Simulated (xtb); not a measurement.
xtb input:

```bash
xtb mol.xyz --gfn 2 --ohess tight --chrg -1 --uhf 0
```
mol.xyz:
```
7

Si     0.56877142    -0.00522549    -0.20299681
Cl     1.19681831     1.87620502    -0.90374922
Cl     1.18503855    -1.43847442    -1.48822091
Cl     1.46585435    -0.30811284     1.65392626
C     -1.23262840     0.00199865    -0.04286613
H     -1.59115086     0.78988465     0.63607742
H     -1.59883779    -0.94354230     0.30497304
```

Q: Predict the final energy.

A: -18.84563 Eh (GFN2-xTB).

It need not be the lowest isomer of its formula. Whether it binds its extra electron was not tested at this geometry.
